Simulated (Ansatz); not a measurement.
Calculated with Ansatz (gas phase, PBE0-D4/def2-TZVP geometries, no zero-point term in ΔE). CBS: MP2 limit from def2 TZ/QZ plus the TZ coupled-cluster correction, frozen cores. Functionals use def2-TZVPP. def2 core potentials past Kr. For Zn, Zr outer-core shells are correlated without core-valence functions, which leaves a few kJ/mol of doubt a bond. Scalar relativity is left out up to krypton. Each species was taken in one conformer, which may not be the lowest.

Reaction (redistribution): `C[NH][Zr]([Cl])([Cl])[O]C` + `[F][Zn][Cl]` → `C[NH][Zr]([Cl])([Cl])[Cl]` + `C[O][Zn][F]`

```
         level  ΔE (kJ/mol)
     r2SCAN-D4         83.2
      BHLYP-D4         95.0
          BLYP         82.5
        r2SCAN         82.8
          PBE0         89.1
   HF/def2-SVP        106.8
MP2/def2-TZVPP         84.1
MP2/def2-QZVPP         85.4
```

(1) What does CCSD(T)/CBS give? (An estimate is asked.)

Largest T1 diagnostic among the species: 0.017.

Results:

(1) Computed: +90.5 kJ/mol. The listed levels differ from it by -7.3, 4.5, -8.0, -7.7, -1.4, 16.3, -6.4, -5.1 kJ/mol.

Leaving LDA and LC-ωPBE aside and taking each functional with its dispersion term where it has one, the values, not all of them listed here, spread over 14.4 kJ/mol, from revPBE-D4 to BHLYP-D4. From BLYP to BHLYP (50 % exact exchange), in def2-TZVPP and without D4, ΔE moves by +14.1 kJ/mol.
